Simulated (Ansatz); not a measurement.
Ansatz (a quantum-chemistry and plane-wave program) input (B3LYP-D3(BJ)/def2-TZVP):

Ansatz 0.2 input:
```yaml
crystal:
  periodic: [false, false, false]
  atoms:
    - {symbol: Hg, position_ang: [-0.00176121, -0.01901525, -1.42011498]}
    - {symbol: Hg, position_ang: [0.01556752, 0.02456598, 1.41124370]}
basis:
  gaussian:
    orbitals: def2-TZVP
hamiltonian:
  xc: b3lyp
  dispersion: d3bj
total_charge: 1
magnetization: {spin_polarized: true, initial_magnetization: 1}
relax: {f_tol: 0.002, max_steps: 150}
```

Output:

```
Functional definition: B3LYP
integrals: 0.03 GiB planned
816 factors; integrals over basis functions are off by at most 4.0e-4 eV
mean field: 0.43 GiB planned
mean field evaluation 1: about -8349.0415 eV, gradient 9.9e0 eV
mean field evaluation 2: about -8348.8425 eV, gradient 1.3e1 eV
mean field evaluation 4: about -8349.3512 eV, gradient 3.5e-1 eV
mean field evaluation 8: about -8349.3848 eV, gradient 1.1e-2 eV
mean field evaluation 16: about -8349.3848 eV, gradient 8.1e-6 eV
mean field -8349.38479404 eV, -306.8342317646 hartree, gradient 8.1e-6 eV, S^2 0.753991; 0 other end points of the search recorded, 0 dependent functions left out
the calculation of the forces begins
reference -8349.38498815 eV, -306.8342388982 hartree; 20, 19 occupied and 66, 67 virtual orbitals, 816 factors
relax step   1: F+E_penalty+E_count = -8349.47920878 eV  Δ(F+E_penalty+E_count) = +0.000e0 eV  max|allowed force component| = 1.305e-1 eV/Å  Δτ_max = 0.0000 Å  (30 SCF iters, accepted)
these checks for a lower state are left out or cut short: starts, cluster_reference, orbital_swaps, neighbouring_geometries, increment
integrals: 0.03 GiB planned
816 factors; integrals over basis functions are off by at most 4.0e-4 eV
mean field: 0.43 GiB planned
mean field -8349.38664867 eV, -306.8342999212 hartree, gradient 9.1e-6 eV, S^2 0.753989; 0 other end points of the search recorded, 0 dependent functions left out
the calculation of the forces begins
reference -8349.38684305 eV, -306.8343070644 hartree; 20, 19 occupied and 66, 67 virtual orbitals, 816 factors
relax step   2: F+E_penalty+E_count = -8349.48109812 eV  Δ(F+E_penalty+E_count) = -1.889e-3 eV  max|allowed force component| = 6.831e-2 eV/Å  Δτ_max = 0.0095 Å  (34 SCF iters, accepted)
these checks for a lower state are left out or cut short: starts, cluster_reference, orbital_swaps, neighbouring_geometries, increment
integrals: 0.03 GiB planned
816 factors; integrals over basis functions are off by at most 3.9e-4 eV
mean field: 0.43 GiB planned
mean field evaluation 32: about -8349.3874 eV, gradient 8.8e-6 eV
mean field -8349.38736253 eV, -306.8343261550 hartree, gradient 8.8e-6 eV, S^2 0.753986; 0 other end points of the search recorded, 0 dependent functions left out
the calculation of the forces begins
reference -8349.38755720 eV, -306.8343333088 hartree; 20, 19 occupied and 66, 67 virtual orbitals, 816 factors
relax step   3: F+E_penalty+E_count = -8349.48186801 eV  Δ(F+E_penalty+E_count) = -7.699e-4 eV  max|allowed force component| = 6.126e-3 eV/Å  Δτ_max = 0.0105 Å  (34 SCF iters, accepted)
these checks for a lower state are left out or cut short: starts, cluster_reference, orbital_swaps, neighbouring_geometries, increment
integrals: 0.03 GiB planned
816 factors; integrals over basis functions are off by at most 3.9e-4 eV
mean field: 0.43 GiB planned
mean field -8349.38736232 eV, -306.8343261472 hartree, gradient 6.5e-5 eV, S^2 0.753985; 0 other end points of the search recorded, 0 dependent functions left out
the calculation of the forces begins
reference -8349.38755701 eV, -306.8343333020 hartree; 20, 19 occupied and 66, 67 virtual orbitals, 816 factors
relax step   4: F+E_penalty+E_count = -8349.48187469 eV  Δ(F+E_penalty+E_count) = -6.677e-6 eV  max|allowed force component| = 6.734e-5 eV/Å  Δτ_max = 0.0011 Å  (23 SCF iters, accepted)
integrals: 0.03 GiB planned
816 factors; integrals over basis functions are off by at most 3.9e-4 eV
mean field: 0.43 GiB planned
mean field -8349.38736232 eV, -306.8343261472 hartree, gradient 6.5e-5 eV, S^2 0.753985; 1 other end points of the search recorded, 0 dependent functions left out
the calculation of the forces begins
reference -8349.38755701 eV, -306.8343333020 hartree; 20, 19 occupied and 66, 67 virtual orbitals, 816 factors
Total energy: -8349.48206938 eV, -306.8378065675 hartree
Atom 0 at    -0.001890    -0.019340    -1.441225 Å, force    -0.000000    -0.000001    -0.000067 eV/Å
Atom 1 at     0.015697     0.024891     1.432354 Å, force     0.000000     0.000001     0.000067 eV/Å
Dipole moment:    -0.000000     0.000000    -0.000000 e Å
```

The spin state was set by rule; other spins were not relaxed.
